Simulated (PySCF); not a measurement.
## Exercise with solution: dipole moment from atomic charges

GeCl2, SMILES [Cl][Ge][Cl] (connectivity only; charge and spin as stated), neutral, multiplicity 1. Atoms are numbered in the order given.

```xyz
3

Ge     0.0000     0.0000     0.7223
Cl     0.0000    -1.6713    -0.6798
Cl     0.0000     1.6713    -0.6798
```
Charge 0, spin multiplicity 1.

Geometry optimised at PBE0-D3(BJ)/def2-TZVP. The isomer is the one that the SMILES or the coordinates give; other isomers of the formula were not compared.

Charges (e) from PBE/def2-TZVPD in PySCF:

```tsv
atom	IAO	ESP fit
Ge1	0.530	0.290
Cl2	-0.265	-0.145
Cl3	-0.265	-0.145
```

The dipole moment of the full density is 1.84 D.

Problem. What dipole moment does each set of point charges give, and which comes closer to that of the density?

Solution. 
μ = Σ q r, and 1 e Å = 4.8032 D.
IAO: Σ q r = (0.000, 0.000, 0.743) e Å, |μ| = 3.57 D.
ESP fit: Σ q r = (0.000, 0.000, 0.407) e Å, |μ| = 1.95 D.
ESP fit comes closer in size. Point charges leave out the atoms' own dipoles (lone pairs, polarised bonds); fits to the potential absorb them, partitions of the density don't.
